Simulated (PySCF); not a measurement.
C4H14Si4.
Atom-mapped SMILES: `[CH2:1]=[CH:2][CH2:3][Si@@H:4]1[SiH2:5][SiH2:6][Si@@H:7]1[CH3:8]` (hydrogens: H9, H10 on C1; H11 on C2; H12, H13 on C3; H14 on Si4; H15, H16 on Si5; H17, H18 on Si6; H19 on Si7; H20, H21, H22 on C8)

Theory: TDDFT wB97X-D/def2-SVPD, vertical, gas phase, core orbitals frozen in the response (PySCF). The structure is a single PBE0-D3(BJ)/def2-SVP conformer in the gas phase; no vibrational or solvent corrections. Torsions of this conformer, `[CH2:1]=[CH:2][CH2:3][Si@@H:4]1[SiH2:5][SiH2:6][Si@@H:7]1[CH3:8]`: C1–C2–C3–Si4 105°, C2–C3–Si4–Si5 -70°.

Frontier orbitals with the atoms that hold most of them (Löwdin shares over 4%, at most four atoms; ? is withheld):

```csv
orbital,ε (eV),atoms
HOMO-3,-9.50,"Si6 18%, Si4 16%, Si7 10%, Si5 10%"
HOMO-2,-9.29,"Si5 20%, Si7 20%, Si6 17%, Si4 11%"
HOMO-1,-8.97,"Si5 20%, Si4 15%, C1 14%, Si6 12%"
HOMO,-8.64,?
LUMO,0.86,?
LUMO+1,1.43,"Si6 20%, Si4 16%, Si7 15%, Si5 14%"
LUMO+2,1.55,"Si5 14%, Si4 13%, Si7 12%, Si6 11%"
```

Problem. Which atoms hold the HOMO, and with what shares?

Solution. Si7 (bonded to C, 2 Si and H) 21%; Si4 (bonded to C, 2 Si and H) 19%; C1 (bonded to C and 2 H) 12%; Si6 (bonded to 2 Si and 2 H) 12%. By element: silicon 51% or more, carbon 12% or more.

Problem. Give the leading atoms of the LUMO.

Solution. Si7 (bonded to C, 2 Si and H) 16%; Si5 (bonded to 2 Si and 2 H) 16%; Si4 (bonded to C, 2 Si and H) 15%; Si6 (bonded to 2 Si and 2 H) 14%.

Problem. How does S1 compare with the orbital gap of 9.50 eV?

Solution. S1 is at 4.99 eV (f = 0.0013), 4.51 eV below the gap, made of HOMO→LUMO (71%), HOMO-1→LUMO (22%). Without the coupling terms of the response equations the lowest excitation would equal the gap.

Problem. One configuration dominates each of S1 and S3. Which, and how do the shares of the two leading atoms of either orbital change from the occupied to the empty one?

Solution. 
- S1 (4.99 eV, f 0.0013), HOMO→LUMO (71%): Si7 21% → 16%, Si4 19% → 15%, Si5 at most 12% → 16%
- S3 (5.85 eV, f 0.015), HOMO-2→LUMO (92%): Si5 20% → 16%, Si7 20% → 16%
